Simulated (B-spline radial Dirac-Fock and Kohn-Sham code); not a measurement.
Dipole and non-dipole photoemission parameters of I³⁺ 4p1/2

System: I³⁺, [Kr] 4d10 5s2 5p2; threshold 179.3 eV (orbital energy of the model). Method: Dirac-Hartree-Slater photoionisation with a Latter tail; cross sections with all multipoles, angular parameters from the dipole term and its interference with E2. Computed with a radial B-spline solver.

For linearly polarised light dσ/dΩ = σ/(4π) [1 + β P₂(cos θ) + (δ + γ cos²θ) sin θ cos φ], with θ from the polarisation vector and φ the angle between the beam and the projection of the electron momentum on the plane normal to the polarisation.

```
hν (eV)  σ (kb)       β       γ       δ
    199     114  -0.455   0.124  -0.021
    300     102   0.700   0.052   0.049
    319    98.9   0.823   0.106   0.045
    400    85.8   1.160   0.239   0.029
    505    69.9   1.383   0.267   0.016
    603    57.7   1.494   0.233   0.009
    611    56.8   1.501   0.230   0.008
    783       ?       ?       ?       ?
    846    37.3   1.623   0.113   0.002
   1200    21.9   1.681   0.005  -0.001
   1240    20.7   1.683  -0.001  -0.001
 1253.6    20.3   1.684  -0.003  -0.001
   1690    12.1   1.690  -0.020  -0.001
   2000    8.88   1.681   0.006  -0.001
   2970    4.04   1.635   0.167   0.002
   2980    4.01   1.635   0.169   0.002
   3500    2.85   1.607   0.271   0.004
   3550    2.76   1.605   0.281   0.005
   3620    2.65   1.601   0.295   0.005
   4060    2.06   1.578   0.383   0.007
   4230    1.88   1.570   0.417   0.008
   4300    1.81   1.566   0.430   0.009
 5414.7    1.06   1.512   0.640   0.017
  10500   0.197   1.314   1.360   0.067
  11000   0.174   1.299   1.414   0.072
  12000   0.137   1.268   1.516   0.083
```

Question: Give the values at 783 eV.

Answer: σ = 41.5 kb, β = 1.601, γ = 0.143, δ = 0.003.
